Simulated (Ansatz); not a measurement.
Reaction (redistribution): `[Cl][Sn][Cl]` + `CO[SiH](F)S[SiH2]Cl` → `C[O][Sn][Cl]` + `F[SiH](Cl)S[SiH2]Cl`

Calculated with Ansatz (gas phase, PBE0-D4/def2-TZVP geometries, no zero-point term in ΔE). CCSD(T)/CBS adds triple-zeta CCSD(T) − MP2 to the extrapolated MP2 energy (def2 sets, frozen cores). def2 core potentials past Kr. For Sn outer-core shells are correlated without core-valence functions, which leaves a few kJ/mol of doubt a bond. Each species was taken in one conformer, which may not be the lowest.

```tsv
species	MP2/def2-QZVPP energy (Eh)
`[Cl][Sn][Cl]`	-1133.45364
`CO[SiH](F)S[SiH2]Cl`	-1652.35225
`C[O][Sn][Cl]`	-788.65714
`F[SiH](Cl)S[SiH2]Cl`	-1997.12248
```

**Question.** Work out ΔE.

**Answer.** ΔE = (-788.65714) + (-1997.12248) − (-1133.45364) − (-1652.35225) = 0.02627 Eh = +16.5 kcal/mol. CCSD(T)/CBS gives +17.1 kcal/mol.

Largest T1 diagnostic among the species: 0.017.

From PBE to PBE0 (25 % exact exchange), in def2-TZVPP and without D4, ΔE moves by +2.1 kcal/mol. In def2-TZVPP, CCSD(T) changes the Hartree–Fock value by −6.3 kcal/mol (the triples alone add −1.1 kcal/mol) and MP2 by −7.0 kcal/mol. The D4 term adds −1.1 kcal/mol with B3LYP and −0.6 kcal/mol with PBE0; it sums over pairs of atoms, weighted by their polarisabilities, and B3LYP, whose exchange is more repulsive, gets the larger term.

B3LYP here is the variant with VWN-RPA as its local correlation; programs differ in this.
